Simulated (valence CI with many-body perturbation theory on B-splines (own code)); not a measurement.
Re LIII: E2, M1 decay

Level of theory: relativistic CI+MBPT: five valence electrons over a frozen Dirac-Fock core [Ar], radial functions for each j: 7 s, 7 p, 8 d, 6 f, 4 g, 1 h, with the one-electron correlation potential Σ1 (screened to all orders), the two-electron term Σ2, the three-electron term Σ3, Breit, model QED; selected single and double excitations, second order for the rest, scaled by the run's own slope (own B-spline code, finite nucleus).

The last digits are not significant, and no measured levels were compared; by estimate large intervals hold to a few tenths of a per cent, small ones and those within an open d or f shell to about a per cent. Excitations out of the core, of the other parity, are not computed and may begin above about 253 eV (a cautious bound); beyond it only levels of the ground parity were kept, without lifetimes. Only levels of the ground parity were solved; by the run's estimate the other parity begins above the list, which can be wrong where configurations are misplaced.

Lines 1 to 50 of 120 in falling wavelength, among levels below 2043000 cm⁻¹, chosen from the decays that carry over 1 % of a level's rate. Wavelengths and rates use the calculated energies. Electric multipoles are in the length gauge, E1 and E2 with the static RPA response of the core. Weak lines are less certain than strong ones. Lines between different terms over intervals too small for the method are left out, as are lines whose strength nearly cancels. The highest levels of a list are the least certain. Branching is blank where the lifetime is uncertain.

Levels are named by their leading jj configuration (3d3/2^4 stands for four electrons in 3d with j = 3/2), which in mixed levels can hold well under half, so a name can repeat and another be missing. Letters in brackets count levels of one name in rising energy.

```tsv
λ vac (Å)	Upper	Lower	Type	A (s⁻¹)	Branch %
9968	(3d3/2^3 3d5/2^2) J=11/2	(3d3/2^3 3d5/2^2) J=7/2 [a]	E2	1.31e-08	
2155	(3d3/2^3 3d5/2^2) J=9/2	(3d3/2^3 3d5/2^2) J=11/2	M1	7.96e+02	29.5
1772	(3d3/2^3 3d5/2^2) J=9/2	(3d3/2^3 3d5/2^2) J=7/2 [a]	M1	1.60e+03	59.5
1390	(3d3/2^3 3d5/2^2) J=5/2 [b]	(3d3/2^3 3d5/2^2) J=3/2 [a]	M1	2.60e+03	2.8
971.5	(3d3/2^3 3d5/2^2) J=1/2	(3d3/2^3 3d5/2^2) J=3/2 [a]	M1	2.29e+04	95.6
805.5	(3d3/2^3 3d5/2^2) J=7/2 [b]	(3d3/2^3 3d5/2^2) J=7/2 [a]	M1	3.96e+03	2.7
608.5	(3d3/2^2 3d5/2^3) J=9/2 [c]	(3d3/2^2 3d5/2^3) J=9/2 [b]	M1	2.70e+04	1.6
561.4	(3d3/2^3 3d5/2^2) J=3/2 [b]	(3d3/2^3 3d5/2^2) J=5/2 [b]	M1	1.18e+04	3.1
547.0	(3d3/2^3 3d5/2^2) J=5/2 [b]	(3d3/2^3 3d5/2^2) J=5/2 [a]	M1	4.38e+04	46.4
503.4	(3d3/2^2 3d5/2^3) J=3/2 [c]	(3d3/2^2 3d5/2^3) J=1/2 [b]	M1	2.03e+04	1.1
399.9	(3d3/2^3 3d5/2^2) J=3/2 [b]	(3d3/2^3 3d5/2^2) J=3/2 [a]	M1	3.18e+04	8.2
395.5	(3d3/2^2 3d5/2^3) J=3/2 [c]	(3d3/2^2 3d5/2^3) J=5/2 [c]	M1	5.77e+04	3.3
277.1	(3d3/2^3 3d5/2^2) J=3/2 [b]	(3d3/2^3 3d5/2^2) J=5/2 [a]	M1	2.45e+04	6.4
274.0	(3d3/2^2 3d5/2^3) J=1/2 [a]	(3d3/2^3 3d5/2^2) J=3/2 [b]	M1	3.77e+05	6.1
274.0	(3d3/2^2 3d5/2^3) J=5/2 [d]	(3d3/2^2 3d5/2^3) J=5/2 [b]	M1	1.12e+05	3.6
266.9	(3d3/2^2 3d5/2^3) J=3/2 [a]	(3d3/2^3 3d5/2^2) J=3/2 [b]	M1	1.29e+05	1.5
260.8	(3d3/2^2 3d5/2^3) J=5/2 [b]	(3d3/2^3 3d5/2^2) J=3/2 [b]	M1	2.07e+05	4.4
225.2	(3d3/2^2 3d5/2^3) J=5/2 [d]	(3d3/2^2 3d5/2^3) J=7/2 [a]	M1	1.40e+05	4.6
215.1	(3d3/2^2 3d5/2^3) J=5/2 [c]	(3d3/2^3 3d5/2^2) J=3/2 [b]	M1	1.04e+06	17.5
214.8	(3d3/2^2 3d5/2^3) J=9/2 [a]	(3d3/2^3 3d5/2^2) J=7/2 [b]	M1	3.59e+05	10.8
213.6	(3d3/2^2 3d5/2^3) J=3/2 [b]	(3d3/2^3 3d5/2^2) J=3/2 [b]	M1	2.87e+04	1.3
207.3	(3d3/2^2 3d5/2^3) J=7/2 [a]	(3d3/2^3 3d5/2^2) J=5/2 [b]	M1	7.41e+05	15.0
207.1	(3d3/2^2 3d5/2^3) J=5/2 [a]	(3d3/2^3 3d5/2^2) J=3/2 [a]	M1	1.64e+05	1.8
204.7	(3d3/2 3d5/2^4) J=3/2 [a]	(3d3/2^2 3d5/2^3) J=1/2 [b]	M1	1.41e+05	1.2
200.6	(3d3/2^2 3d5/2^3) J=5/2 [a]	(3d3/2^3 3d5/2^2) J=7/2 [a]	M1	6.28e+05	7.1
197.1	(3d3/2^3 3d5/2^2) J=5/2 [a]	(3d3/2^4 3d5/2) J=5/2	M1	4.27e+06	100.0
195.3	(3d3/2^2 3d5/2^3) J=1/2 [a]	(3d3/2^3 3d5/2^2) J=1/2	M1	1.81e+06	29.3
194.7	(3d3/2^2 3d5/2^3) J=7/2 [a]	(3d3/2^3 3d5/2^2) J=9/2	M1	1.14e+06	23.1
193.6	(3d3/2^2 3d5/2^3) J=11/2	(3d3/2^3 3d5/2^2) J=9/2	M1	4.62e+05	13.9
193.6	(3d3/2 3d5/2^4) J=7/2 [a]	(3d3/2^2 3d5/2^3) J=5/2 [c]	M1	7.10e+05	7.7
192.6	(3d3/2^2 3d5/2^3) J=1/2 [b]	(3d3/2^3 3d5/2^2) J=3/2 [b]	M1	9.41e+04	2.1
191.7	(3d3/2^2 3d5/2^3) J=3/2 [a]	(3d3/2^3 3d5/2^2) J=1/2	M1	4.01e+05	4.7
190.4	(3d3/2^2 3d5/2^3) J=5/2 [b]	(3d3/2^3 3d5/2^2) J=7/2 [b]	M1	4.50e+05	9.5
187.6	(3d3/2 3d5/2^4) J=5/2 [a]	(3d3/2^2 3d5/2^3) J=3/2 [a]	M1	9.40e+05	7.0
187.5	(3d3/2^2 3d5/2^3) J=9/2 [a]	(3d3/2^3 3d5/2^2) J=9/2	M1	3.82e+04	1.2
186.8	(3d3/2 3d5/2^4) J=9/2	(3d3/2^2 3d5/2^3) J=7/2 [c]	M1	6.47e+05	9.9
184.2	(3d3/2 3d5/2^4) J=3/2 [a]	(3d3/2^2 3d5/2^3) J=5/2 [c]	M1	9.20e+05	8.0
180.9	(3d3/2^2 3d5/2^3) J=3/2 [a]	(3d3/2^3 3d5/2^2) J=5/2 [b]	M1	1.52e+06	17.7
180.2	(3d3/2 3d5/2^4) J=7/2 [a]	(3d3/2^2 3d5/2^3) J=9/2 [b]	M1	7.04e+05	7.6
178.1	(3d3/2^2 3d5/2^3) J=5/2 [b]	(3d3/2^3 3d5/2^2) J=5/2 [b]	M1	1.73e+06	36.7
177.7	(3d3/2^2 3d5/2^3) J=11/2	(3d3/2^3 3d5/2^2) J=11/2	M1	2.86e+06	86.1
176.4	(3d3/2 3d5/2^4) J=11/2	(3d3/2^2 3d5/2^3) J=9/2 [b]	M1	6.45e+05	8.9
176.0	(3d3/2^2 3d5/2^3) J=9/2 [b]	(3d3/2^3 3d5/2^2) J=7/2 [b]	M1	5.01e+05	9.1
175.4	(3d3/2^2 3d5/2^3) J=7/2 [a]	(3d3/2^3 3d5/2^2) J=7/2 [a]	M1	1.77e+06	35.8
174.3	(3d3/2 3d5/2^4) J=5/2 [b]	(3d3/2^2 3d5/2^3) J=7/2 [c]	M1	4.41e+05	6.1
172.5	(3d3/2^2 3d5/2^3) J=9/2 [a]	(3d3/2^3 3d5/2^2) J=11/2	M1	1.15e+06	34.7
170.0	(3d3/2^2 3d5/2^3) J=7/2 [b]	(3d3/2^3 3d5/2^2) J=7/2 [b]	M1	5.40e+05	31.9
169.6	(3d3/2^2 3d5/2^3) J=9/2 [a]	(3d3/2^3 3d5/2^2) J=7/2 [a]	M1	1.76e+06	53.2
168.4	(3d3/2^2 3d5/2^3) J=5/2 [a]	(3d3/2^3 3d5/2^2) J=5/2 [a]	M1	8.07e+06	90.8
167.2	(3d3/2 3d5/2^4) J=7/2 [a]	(3d3/2^2 3d5/2^3) J=5/2 [b]	M1	1.48e+06	16.0
```
